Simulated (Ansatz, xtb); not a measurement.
## AlF3H2Se: which of two structures lies lower

We compare a, `F[SeH+][AlH-]([F])[F]`, a singlet, with b, a singlet given by its coordinates. Both are isolated molecules in the gas phase, relaxed with PBE0-D4/def2-SVP; the shapes shown needn't be the lowest conformers.

a (Å):

```yaml
atoms:
  - { symbol: Al, position_ang: [-0.4680, 1.3007, 0.1389] }
  - { symbol: F, position_ang: [-1.8257, 0.6003, -0.6349] }
  - { symbol: F, position_ang: [-0.3828, 2.9535, -0.0397] }
  - { symbol: F, position_ang: [1.7096, 0.5691, -2.8617] }
  - { symbol: Se, position_ang: [0.1456, 0.2312, -2.1289] }
  - { symbol: H, position_ang: [-0.5359, 1.3674, -2.7779] }
  - { symbol: H, position_ang: [0.1863, 0.5671, 1.3602] }
```

b (Å):

```yaml
atoms:
  - { symbol: Al, position_ang: [0.2127, 1.0776, -1.7253] }
  - { symbol: F, position_ang: [-0.5246, -2.3738, -0.1502] }
  - { symbol: F, position_ang: [0.2705, 0.8134, -3.3598] }
  - { symbol: F, position_ang: [-0.7461, 2.2752, -1.1027] }
  - { symbol: Se, position_ang: [0.4616, -0.8831, -0.2943] }
  - { symbol: H, position_ang: [1.2702, -1.4349, -1.3972] }
  - { symbol: H, position_ang: [1.6042, 0.7194, -0.8696] }
```

Close contacts (Å): Al1–F3 1.66, Al1–F4 1.66, Al1–Se5 2.44, F2–Se5 1.79, Al1–H7 1.67, Se5–H6 1.47, Se5–H7 2.05.

Energies in hartree; the thermal terms are from PBE0-D4/def2-SVP harmonic frequencies (ideal gas, rigid rotor, one conformer each, 298.15 K, 1 atm) and include the zero-point energy:

|  | a | b |
| --- | --- | --- |
| E, CCSD(T)/def2-SVP | −2941.639492 | −2941.634831 |
| E, MP2/def2-SVP | −2941.604475 | −2941.600874 |
| E, MP2/def2-TZVPP | −2942.631818 | −2942.634231 |
| zero-point energy | 0.023498 | 0.023909 |
| H(298 K) − E | 0.031911 | 0.032065 |
| G(298 K) − E | −0.009787 | −0.009213 |

Problem. Correct the CCSD(T) difference for the basis set by the MP2 change, then work out ΔE, ΔE₀, ΔH and ΔG for a → b in kJ/mol (1 Eh = 2625.50 kJ/mol) and the equilibrium ratio [b]/[a].

Solution. 1. Differences b − a: CCSD(T) +0.004661, MP2 in the small set +0.003601, MP2 in the large set −0.002413 Eh.
2. ΔE = +0.004661 + (−0.002413 − (+0.003601)) = −0.001353 Eh = −3.55 kJ/mol.
3. ΔE₀ = ΔE + ΔZPE = −0.001353 + (+0.000411) Eh = −2.47 kJ/mol.
4. ΔH = ΔE + (+0.000154) Eh = −3.15 kJ/mol.
5. ΔG = ΔE + (+0.000574) Eh = −2.05 kJ/mol, so ΔS = (ΔH − ΔG)/T = −3.7 J/(mol K).
6. kT = 0.9442 mEh, so K = [b]/[a] = exp(−ΔG/kT) = exp(+0.83) ≈ 2.3.

The two are too close for this level to say which is favoured. An error of 4 kJ/mol in ΔG would change K by a factor of 5. The basis-set step is large, which makes the value less sure. Mirror images and further conformers aren't counted.

Other levels gave ΔE = −0.3 (PBE0-D4/def2-SVP); +31.3 (HF/def2-SVP); +9.5 (MP2/def2-SVP); +12.2 (CCSD(T)/def2-SVP) kJ/mol. The correlated steps freeze 17 core orbitals; the filled d shell of Se is correlated, in a basis made for valence electrons. Programs: Ansatz 0.2.0.
